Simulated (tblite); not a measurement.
A geometry optimisation, step by step.

Species: C6H14P2S.
SMILES with atom numbers: `[CH2:1]=[CH:2][CH2:3][P@@:4]([PH2:5])(=[S:6])[CH:7]([CH3:8])[CH3:9]` (hydrogens: H10, H11 on C1; H12 on C2; H13, H14 on C3; H15, H16 on P5; H17 on C7; H18, H19, H20 on C8; H21, H22, H23 on C9)

Computed with GFN2-xTB (tblite), gas phase: L-BFGS steps from a force-field or distance-geometry start until the largest atomic force falls under 0.01 eV/Å. 5 of its 102 geometries are shown.

Step 0: E = -769.0968 eV, largest atomic force 2.141 eV/Å
```
atom  x, y, z in Å  |  force x, y, z in eV/Å
C1      2.661    1.741    0.202   -0.318  -0.507   0.076
C2      2.301    0.491    0.493    0.485   0.594   0.569
C3      1.694   -0.478   -0.465    0.666   0.699  -0.490
P4      0.082   -1.066    0.118   -0.392  -1.744   1.178
P5     -0.654   -2.359   -1.452   -0.437  -0.336  -1.296
S6      0.158   -2.197    1.719    0.135   0.450   0.267
C7     -1.002    0.396    0.217   -0.729   1.213   0.177
C8     -2.419    0.067    0.685   -0.198  -0.592   0.151
C9     -1.073    1.203   -1.071   -0.107   0.408  -0.350
H10     3.107    2.384    0.956   -0.135  -0.174  -0.325
H11     2.500    2.164   -0.788    0.111  -0.081   0.325
H12     2.495    0.112    1.511   -0.216   0.083  -0.588
H13     1.565   -0.017   -1.447    0.008   0.049  -0.122
H14     2.364   -1.330   -0.595   -0.071  -0.266   0.132
H15    -1.756   -2.880   -0.745    0.500   0.210   0.086
H16     0.194   -3.455   -1.179   -0.237   0.480   0.254
H17    -0.560    1.045    0.991    0.182  -0.137   0.014
H18    -3.029    0.966    0.780    0.196   0.007  -0.033
H19    -2.928   -0.600   -0.022    0.165   0.100   0.038
H20    -2.413   -0.434    1.661    0.114   0.058  -0.193
H21    -0.091    1.548   -1.384    0.066  -0.026   0.005
H22    -1.508    0.622   -1.888    0.017  -0.022   0.132
H23    -1.691    2.107   -0.924    0.195  -0.466  -0.008
```

Step 25: E = -769.4240 eV, largest atomic force 0.048 eV/Å
```
atom  x, y, z in Å  |  force x, y, z in eV/Å
C1      2.615    1.709    0.201    0.020   0.009   0.003
C2      2.290    0.461    0.485   -0.016   0.009  -0.006
C3      1.697   -0.502   -0.484    0.031   0.024   0.014
P4      0.056   -1.082    0.176   -0.009   0.040  -0.014
P5     -0.708   -2.228   -1.545   -0.024  -0.008  -0.015
S6      0.201   -2.005    1.885   -0.007  -0.032   0.002
C7     -1.007    0.453    0.243   -0.013  -0.004  -0.003
C8     -2.397    0.029    0.701    0.010   0.012  -0.002
C9     -1.054    1.188   -1.087    0.003  -0.010   0.021
H10     3.035    2.365    0.945   -0.018   0.000  -0.015
H11     2.497    2.126   -0.788   -0.005  -0.037   0.030
H12     2.421    0.068    1.487    0.017   0.020  -0.029
H13     1.572   -0.075   -1.481    0.009  -0.008   0.010
H14     2.320   -1.402   -0.557   -0.022  -0.001   0.025
H15    -1.711   -2.801   -0.773   -0.015  -0.003   0.027
H16     0.172   -3.262   -1.238    0.012   0.014  -0.013
H17    -0.546    1.088    1.012    0.012  -0.023  -0.018
H18    -3.030    0.901    0.857    0.009  -0.015   0.004
H19    -2.865   -0.605   -0.055    0.003   0.017   0.013
H20    -2.337   -0.527    1.636    0.006  -0.006  -0.020
H21    -0.067    1.534   -1.383   -0.018   0.007  -0.003
H22    -1.453    0.537   -1.867    0.023   0.013   0.008
H23    -1.705    2.057   -0.998   -0.009  -0.017  -0.020
```

Step 50: E = -769.4308 eV, largest atomic force 0.042 eV/Å
```
atom  x, y, z in Å  |  force x, y, z in eV/Å
C1      2.599    1.712    0.191    0.003   0.011  -0.009
C2      2.284    0.466    0.495    0.006   0.002  -0.005
C3      1.706   -0.516   -0.464    0.015   0.000   0.004
P4      0.052   -1.083    0.173   -0.038  -0.005  -0.016
P5     -0.765   -2.205   -1.544    0.007   0.013   0.008
S6      0.177   -2.034    1.869    0.005  -0.006   0.006
C7     -0.999    0.458    0.242   -0.008   0.006   0.000
C8     -2.388    0.038    0.705    0.007   0.005   0.001
C9     -1.048    1.188   -1.091    0.006   0.000   0.003
H10     3.014    2.386    0.921   -0.012  -0.004  -0.004
H11     2.474    2.106   -0.805   -0.001   0.002   0.000
H12     2.428    0.088    1.500   -0.011   0.006  -0.003
H13     1.605   -0.115   -1.474   -0.001   0.010   0.005
H14     2.326   -1.420   -0.495   -0.004  -0.020  -0.007
H15    -1.695   -2.828   -0.718   -0.004  -0.013  -0.001
H16     0.169   -3.214   -1.327    0.009  -0.002   0.004
H17    -0.530    1.092    1.006    0.000  -0.005   0.004
H18    -3.007    0.910    0.908    0.008  -0.012  -0.003
H19    -2.876   -0.560   -0.067    0.004   0.009   0.008
H20    -2.318   -0.558    1.615   -0.009   0.002  -0.002
H21    -0.075    1.589   -1.360    0.008  -0.001   0.002
H22    -1.385    0.514   -1.880    0.009   0.000   0.000
H23    -1.753    2.016   -1.029    0.001   0.000   0.007
```

Step 76: E = -769.4329 eV, largest atomic force 0.025 eV/Å
```
atom  x, y, z in Å  |  force x, y, z in eV/Å
C1      2.569    1.711    0.158   -0.003   0.013  -0.008
C2      2.256    0.470    0.481    0.003   0.011   0.004
C3      1.694   -0.534   -0.465    0.016   0.014   0.014
P4      0.041   -1.096    0.181   -0.008  -0.006  -0.016
P5     -0.778   -2.209   -1.539   -0.003   0.008  -0.001
S6      0.168   -2.057    1.870    0.001   0.004   0.005
C7     -0.991    0.457    0.259   -0.003  -0.006   0.004
C8     -2.389    0.051    0.706    0.000  -0.003  -0.003
C9     -1.013    1.200   -1.067   -0.001  -0.001   0.009
H10     2.963    2.404    0.882   -0.001  -0.013  -0.002
H11     2.460    2.086   -0.847    0.003  -0.005  -0.007
H12     2.382    0.115    1.496    0.002  -0.003  -0.005
H13     1.591   -0.147   -1.480    0.007  -0.008   0.009
H14     2.319   -1.435   -0.480   -0.005   0.003  -0.005
H15    -1.663   -2.888   -0.711   -0.012  -0.008   0.004
H16     0.202   -3.183   -1.364   -0.001  -0.001  -0.001
H17    -0.519    1.073    1.036   -0.006   0.007  -0.002
H18    -2.997    0.928    0.919    0.005  -0.001  -0.011
H19    -2.880   -0.528   -0.078    0.002  -0.003  -0.006
H20    -2.336   -0.559    1.608    0.004  -0.002  -0.001
H21    -0.039    1.625   -1.299    0.005  -0.004   0.006
H22    -1.309    0.530   -1.875   -0.001  -0.002   0.003
H23    -1.735    2.013   -1.020   -0.004   0.008   0.009
```

Step 101: E = -769.4351 eV, largest atomic force 0.010 eV/Å
```
atom  x, y, z in Å  |  force x, y, z in eV/Å
C1      2.559    1.716    0.097    0.003   0.004   0.000
C2      2.239    0.488    0.463    0.003   0.004  -0.001
C3      1.692   -0.551   -0.453    0.002   0.005   0.001
P4      0.037   -1.105    0.196   -0.001   0.000  -0.001
P5     -0.819   -2.195   -1.520    0.002  -0.003   0.006
S6      0.171   -2.071    1.882   -0.006   0.000   0.002
C7     -0.990    0.450    0.290   -0.001  -0.003  -0.001
C8     -2.401    0.029    0.677   -0.002  -0.001   0.000
C9     -0.974    1.231   -1.014    0.002  -0.003  -0.002
H10     2.941    2.435    0.800    0.004   0.002  -0.002
H11     2.469    2.050   -0.925    0.007  -0.003  -0.001
H12     2.348    0.173    1.494    0.000  -0.003  -0.004
H13     1.598   -0.197   -1.482   -0.001  -0.003   0.000
H14     2.323   -1.447   -0.433   -0.005   0.001  -0.001
H15    -1.651   -2.925   -0.678    0.003   0.002  -0.005
H16     0.194   -3.146   -1.417   -0.001   0.005   0.003
H17    -0.545    1.045    1.098   -0.008   0.001   0.001
H18    -3.028    0.899    0.862    0.004   0.001   0.009
H19    -2.851   -0.554   -0.130    0.000  -0.002  -0.001
H20    -2.380   -0.583    1.579   -0.003  -0.002  -0.001
H21     0.012    1.641   -1.215    0.000   0.000   0.001
H22    -1.269    0.587   -1.843    0.000   0.007  -0.007
H23    -1.681    2.057   -0.956   -0.002  -0.008   0.003
```

Question: Summarise the path.

Answer: The energy falls by 0.3383 eV from step 0 to step 101; nine tenths of that is first reached at step 13. It falls at every step. The largest force goes from 2.141 to 0.010 eV/Å. Among the bonds C3–P4 changes most, from 1.813 to 1.862 Å; the atoms move by 0.176 Å rms after alignment.

Question: Follow the three bonds and two angles with the largest change from start to end.

Answer: 
```csv
step,E above end (eV),largest force (eV/Å),C3–P4 (Å),P4–P5 (Å),P4–C7 (Å),P5–P4–S6 (°),P4–P5–H16 (°)
0,0.3383,2.141,1.813,2.163,1.823,105.1,96.8
4,0.0944,0.355,1.888,2.219,1.898,110.4,90.8
9,0.0502,0.230,1.862,2.203,1.871,114.7,88.8
13,0.0307,0.170,1.861,2.206,1.859,115.8,89.2
18,0.0183,0.119,1.861,2.200,1.863,117.6,89.3
22,0.0127,0.079,1.861,2.209,1.865,117.6,89.6
26,0.0106,0.046,1.862,2.204,1.868,117.6,89.7
31,0.0082,0.084,1.861,2.210,1.866,116.9,89.4
35,0.0068,0.074,1.863,2.202,1.867,116.9,89.3
40,0.0054,0.064,1.860,2.208,1.866,116.5,89.3
44,0.0049,0.038,1.863,2.203,1.867,116.7,89.6
48,0.0044,0.029,1.861,2.207,1.866,116.8,89.8
53,0.0040,0.022,1.862,2.206,1.867,117.1,90.1
57,0.0036,0.021,1.862,2.208,1.866,117.1,90.1
61,0.0033,0.020,1.862,2.207,1.866,117.1,90.0
66,0.0027,0.021,1.862,2.207,1.865,117.0,89.6
70,0.0024,0.013,1.862,2.206,1.866,116.9,89.5
75,0.0023,0.024,1.861,2.206,1.866,116.9,89.6
79,0.0020,0.022,1.861,2.204,1.866,116.9,89.7
83,0.0015,0.033,1.861,2.207,1.865,116.9,89.8
88,0.0008,0.028,1.862,2.205,1.865,117.0,89.8
92,0.0004,0.015,1.863,2.207,1.864,117.0,89.8
97,0.0002,0.017,1.863,2.206,1.865,117.0,89.9
101,0.0000,0.010,1.862,2.206,1.865,117.1,89.9
```

What follows is the cost of the whole relaxation. Hardware: one thread, Arm Neoverse V2 (aarch64), no GPU, on a shared host. Cost: 0.93 s of wall time.
